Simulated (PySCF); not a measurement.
Simulated C 1s region for `C=C[Si](C=C)(C=C)C(C)(C)C` (Si(vinyl)3(tBu)), binding energy against the vacuum level.

Every computed line was given a Gaussian of 0.8 eV full width at half maximum and an area set by the number of equivalent atoms; the highest printed point is 100. Method used: delta-SCF UKS SCAN, pcX-2 on the ionised atom, pcseg-1 elsewhere, spin-free X2C in PySCF.

binding energy (eV), intensity and a bar:
```
    288.5          0 
    288.6          0 
    288.7          1 
    288.8          2 #
    288.9          4 #
    289.0          8 ##
    289.1         13 ####
    289.2         21 ######
    289.3         32 ##########
    289.4         45 ##############
    289.5         59 ##################
    289.6         73 ######################
    289.7         86 ##########################
    289.8         95 #############################
    289.9        100 ##############################
    290.0         99 ##############################
    290.1         93 ############################
    290.2         82 #########################
    290.3         67 ####################
    290.4         52 ###############
    290.5         37 ###########
    290.6         24 #######
    290.7         15 ####
    290.8          8 ##
    290.9          4 #
    291.0          2 #
    291.1          1 
    291.2          0 
    291.3          0
```

Task: How many maxima does the curve show, and how many computed lines lie under it?

Result: The curve has 1 maximum (at 289.9 eV). Under it lie 4 lines from 4 inequivalent carbon sites. At this width some lines have no maximum of their own.

Task: Decompose the envelope and assign each component. Bonds: Si1–C2, Si1–C7, Si1–C12, Si1–C17, C2–C3, C7–C8, C12–C13, C17–C18, C17–C19, C17–C20. Hydrogens: H4 on C2; H5, H6 on C3; H9 on C7; H10, H11 on C8; H14 on C12; H15, H16 on C13; H21, H22, H23 on C18; H24, H25, H26 on C19; H27, H28, H29 on C20.

Result: 
```
position (eV)  relative area  line        atoms                   environment
       289.66              3  C 1s    C2/C7/C12  carbon bonded to C, Si and H
       289.67              1  C 1s          C17   carbon bonded to 3 C and Si
       290.06              3  C 1s    C3/C8/C13    carbon bonded to C and 2 H
       290.11              3  C 1s  C18/C19/C20    carbon bonded to C and 3 H
```

Task: What are the centre and the root-mean-square width of the whole band?

Result: The area-weighted mean of the lines is 289.92 eV. Their own spread about it is 0.21 eV (rms) and each Gaussian has σ = 0.8/2.355 = 0.34 eV; the variances add, which gives 0.40 eV.

The listed C 1s values span 0.45 eV, from C2/C7/C12 (bonded to C, H and Si) to C18/C19/C20 (bonded to C and 3 H). The widest gap between neighbouring values is 0.39 eV, between 289.67 and 290.06 eV. The values 289.66 and 289.67 eV; the values 290.06 and 290.11 eV lie too close for their order to be trusted.

Shake-up satellites, vibrational structure and lifetime widths aren't simulated. Atoms equivalent by their bonding share one computed value, that of the first of them. Geometry: PBE0-D3(BJ)/def2-SVP, one conformer, isolated molecule.
